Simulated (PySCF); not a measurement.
Bonds: Si1-C2, Si1-C3, Si1-S4, Si1-S12, S4-Si5, Si5-C6, Si5-C7, Si5-S8, S8-Si9, Si9-C10, Si9-C11, Si9-S12. C2 carries H13, H14, H15; C3 carries H16, H17, H18; C6 carries H19, H20, H21; C7 carries H22, H23, H24; C10 carries H25, H26, H27; C11 carries H28, H29, H30.

Geometry: PBE0-D3(BJ)/def2-SVP; GIAO shifts from PySCF, gas phase, non-relativistic, averaged over equivalent atoms.

At B3LYP/pcSseg-1 (336 basis functions):
```tsv
atoms	δ (ppm)
Si1/Si5/Si9	37.6
C2/C3/C6/C7/C10/C11	8.9
S4/S8/S12	-168.2
H13/H14/H15/H16/H17/H18/H19/H20/H21/H22/H23/H24/H25/H26/H27/H28/H29/H30	0.58
```

References, each an isolated molecule treated in the same way: ²⁹Si (σ = 337.86 ppm) and ¹³C (σ = 179.24 ppm) and ¹H (σ = 31.38 ppm) against TMS; ³³S (σ = 485.41 ppm) against CS2.

Estimate the result of repeating the calculation with PBE0/pcSseg-1.

Results:


```json
{"atoms": "Si1/Si5/Si9", "δ at PBE0/pcSseg-1": "34.4", "change": "-3.2"}
{"atoms": "C2/C3/C6/C7/C10/C11", "δ at PBE0/pcSseg-1": "8.8", "change": "-0.1"}
{"atoms": "S4/S8/S12", "δ at PBE0/pcSseg-1": "-179.1", "change": "-10.9"}
{"atoms": "H13/H14/H15/H16/H17/H18/H19/H20/H21/H22/H23/H24/H25/H26/H27/H28/H29/H30", "δ at PBE0/pcSseg-1": "0.59", "change": "+0.01"}
```

Shifts are taken against calculated references (same method and geometry level): TMS for ²⁹Si (σref 351.99) and ¹³C (σref 184.41) and ¹H (σref 31.27); ³³S (σref 495.66) against CS2.

The largest change is at S4/S8/S12 (sulfur bonded to 2 Si). Cost: 336 basis functions.
